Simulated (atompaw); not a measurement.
## PBE PAW (atompaw) dataset for calcium, scalar-relativistic all-electron reference.

calcium, PAW, made with atompaw 4.2.0.5 (PBE, scalar-relativistic). Core [Ne], reference 3s2 3p6 3d0 4s1.75 4p0.25. Waves: 3s (bound): rc 1.55 bohr; 4s (bound): rc 2.15 bohr; 3p (bound): rc 1.25 bohr; 4p (bound): rc 2.85 bohr; 3d (bound, empty): rc 2.85 bohr; 3d channel at 3.5 Ry: rc 2.85 bohr. Local part: troulliermartins scheme with l = 3 at -0.5 Ry, radius 2.45 bohr. Core correction: smooth core density matched at 2.15 bohr. Augmentation charge: sinc compensation charge, radius 2.15 bohr; PAW radius 2.85 bohr; waves and projectors: custom polynom2 7 10 vanderbiltortho.

All-electron outer shells of the reference configuration (PBE, scalar-relativistic, ld1.x):

```csv
shell,level (eV),outermost node (bohr),outermost maximum (bohr)
2s,-414.73,0.10,0.30
2p,-335.10,–,0.25
3s,-47.44,0.45,0.99
3p,-28.36,0.42,1.04
4s,-3.94,1.43,3.38
3d,-2.23,–,1.27
4p,-1.55,1.62,4.34
```

Results:

```json
{
  "Cutoffs needed": "35 Ry and 230 Ry (the cutoffs (Ry, on a coarse ladder) from which the occupation-weighted sum of valence levels, in a spherical-Bessel basis at the reference potential, stays within 10 and 1 mRy of its value at 400 Ry)",
  "Ghost test": "no extra level below or beside the all-electron valence levels (s, p, d, f tested) (spherical-Bessel basis up to 400 Ry, 20 bohr box)",
  "Lowest eigenvalue of the overlap operator": "0.48 (p channel)",
  "Overlap eigenvalues printed by atompaw (projector basis)": "0.231, 0.546, 0.592, 94.2, 1.02e+03, 2.6e+05",
  "Share of each valence orbital outside the PAW sphere": "3s 0 %, 4s 78 %, 3p 1 %, 4p 92 %, 3d 28 %"
}
```

Generation and tests took about 5.4 s on one core of a shared server CPU.
